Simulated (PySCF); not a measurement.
# Atomic charges by several schemes

Species: C6H11OP.
Z-matrix (Å and degrees, GFN2-xTB geometry), rows numbered from 1:
```
C 
C   1  1.4948
C   2  1.3331  1  127.62
C   3  1.4946  2  127.64  1    -0.20
C   3  1.5079  2  116.03  1   179.13
P   5  1.8303  3  103.23  2    19.20
O   6  1.4639  5  119.31  3  -151.80
C   2  1.5079  1  116.37  3   179.06
H   1  1.0902  2  110.05  3   116.91
H   1  1.0899  2  109.76  3  -124.85
H   1  1.0854  2  112.24  3    -3.94
H   4  1.0902  3  109.94  2  -116.73
H   4  1.0853  3  112.25  2     4.06
H   4  1.0899  3  109.87  2   125.02
H   5  1.0963  3  111.67  2   -96.44
H   5  1.0913  3  112.68  2   142.15
H   6  1.3965  5  103.84  3    79.53
H   8  1.0963  2  111.61  1   -82.75
H   8  1.0912  2  112.68  1    38.64
```

Density: PBE0/pcSseg-1 (PySCF); schemes: Mulliken, IAO, Hirshfeld and ESP-fitted. One conformer (not necessarily the lowest) at the GFN2-xTB geometry, without solvent, vibrations or thermal averaging.

**Question.** Which atoms carry the lowest charge in the Mulliken, IAO, Hirshfeld and ESP-fitted schemes?

**Answer.** All schemes agree: Mulliken O7 (-0.602); IAO O7 (-0.911); Hirshfeld O7 (-0.411); ESP-fitted O7 (-0.639).

**Question.** At which atom do the 4 schemes differ most?

**Answer.** At P6: from +0.411 (Hirshfeld) to +1.422 e (IAO), 1.011 e apart.

**Question.** For which atoms does the sign change between the 4 schemes (beyond +0.03 e in one, beyond −0.03 e in another)?

**Answer.** C2 and C3. Atomic charges aren't observables, and each scheme defines them in its own way.

**Question.** What partial charge does each atom carry?

**Answer.** In e:

```csv
atom,environment,Mulliken,IAO,Hirshfeld,ESP-fitted
C1,allylic carbon,-0.123,-0.424,-0.117,-0.541
C2,fully substituted alkene carbon,-0.341,-0.009,-0.002,+0.137
C3,fully substituted alkene carbon,-0.340,-0.009,-0.002,+0.150
C4,allylic carbon,-0.122,-0.424,-0.117,-0.554
C5,sp3 carbon bound to phosphorus,-0.388,-0.535,-0.119,-0.538
P6,phosphoryl phosphorus,+0.886,+1.422,+0.411,+0.855
O7,phosphoryl oxygen,-0.602,-0.911,-0.411,-0.639
C8,sp3 carbon bound to phosphorus,-0.388,-0.535,-0.119,-0.544
H9,methyl hydrogen,+0.129,+0.151,+0.047,+0.161
H10,methyl hydrogen,+0.127,+0.151,+0.047,+0.168
H11,methyl hydrogen,+0.116,+0.144,+0.045,+0.157
H12,methyl hydrogen,+0.129,+0.151,+0.047,+0.163
H13,methyl hydrogen,+0.116,+0.144,+0.045,+0.162
H14,methyl hydrogen,+0.127,+0.151,+0.047,+0.170
H15,methylene hydrogen,+0.176,+0.164,+0.053,+0.193
H16,methylene hydrogen,+0.151,+0.154,+0.050,+0.181
H17,P–H hydrogen,+0.022,-0.105,-0.009,-0.057
H18,methylene hydrogen,+0.176,+0.164,+0.053,+0.196
H19,methylene hydrogen,+0.151,+0.154,+0.050,+0.183
```

Mean size of the charges over all atoms: IAO 0.311 e, ESP-fitted 0.302 e, Mulliken 0.242 e, Hirshfeld 0.094 e. Each set sums to the total charge, 0, to within 0.001 e. The ESP scheme fits charges at the nuclei, held to the total charge, to the electrostatic potential on points at 1.4 to 2.0 times the van der Waals radii.

**Question.** Sum the charges by element, for elements with more than one atom.

**Answer.** 
| element | atoms | Mulliken | IAO | Hirshfeld | ESP-fitted |
| --- | --- | --- | --- | --- | --- |
| C | 6 | -1.702 | -1.937 | -0.475 | -1.890 |
| H | 11 | +1.417 | +1.426 | +0.475 | +1.674 |

**Question.** How closely do the schemes follow one another over all atoms?

**Answer.** Correlation coefficient and root-mean-square difference: IAO with Hirshfeld 0.97, 0.318 e; IAO with ESP-fitted 0.95, 0.159 e; Mulliken with IAO 0.92, 0.211 e; Hirshfeld with ESP-fitted 0.90, 0.249 e; Mulliken with Hirshfeld 0.90, 0.195 e; Mulliken with ESP-fitted 0.82, 0.217 e.

**Question.** How many electrons does the IAO scheme count on C5?

**Answer.** Z − q = 6 − (-0.535) = 6.535.

These values come from a run that also computed NMR shieldings. Hardware: one thread, AMD EPYC 7R43 (x86_64), on a shared host. Cost: 50 s wall, 0.90 GiB resident at most.
